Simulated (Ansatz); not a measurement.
One change: `FC(F)C#CC(F)F` becomes `FCC#CC(F)F`.

Ansatz, PBE0-D4/def2-TZVP geometries, multiplicity 1. 

```tsv
property	`FC(F)C#CC(F)F`
HOMO energy (ωB97M-V/def2-TZVPP) / eV	-11.53
HOMO energy (PBE0/def2-TZVPP) / eV	-9.26
HOMO–LUMO gap (PBE0/def2-TZVPP) / eV	8.39
size of the dipole moment (B3LYP/def2-TZVPP) / D	0.04
size of the dipole moment (PBE/def2-TZVPP) / D	0.03
LUMO energy (PBE0/def2-TZVPP) / eV	-0.87
```

Q: What does the change do to each property? (Best estimate.)

A: Computed: 
| property | `FCC#CC(F)F` | shift |
| --- | --- | --- |
| HOMO energy (ωB97M-V/def2-TZVPP) / eV | -10.94 | 0.59 |
| HOMO energy (PBE0/def2-TZVPP) / eV | -8.68 | 0.58 |
| HOMO–LUMO gap (PBE0/def2-TZVPP) / eV | 8.09 | -0.30 |
| size of the dipole moment (B3LYP/def2-TZVPP) / D | 1.18 | 1.14 |
| size of the dipole moment (PBE/def2-TZVPP) / D | 1.14 | 1.11 |
| LUMO energy (PBE0/def2-TZVPP) / eV | -0.58 | 0.29 |

With PBE0 the HOMO rises by 0.58 eV and the LUMO rises by 0.29 eV, so the gap narrows by about 0.29 eV. PBE moves the HOMO by 0.60 eV and ωB97M-V by 0.59 eV.

Positive LUMOs are unbound, so they and the gaps depend on the basis.

B3LYP here is the variant with VWN-RPA as its local correlation; programs differ in this.
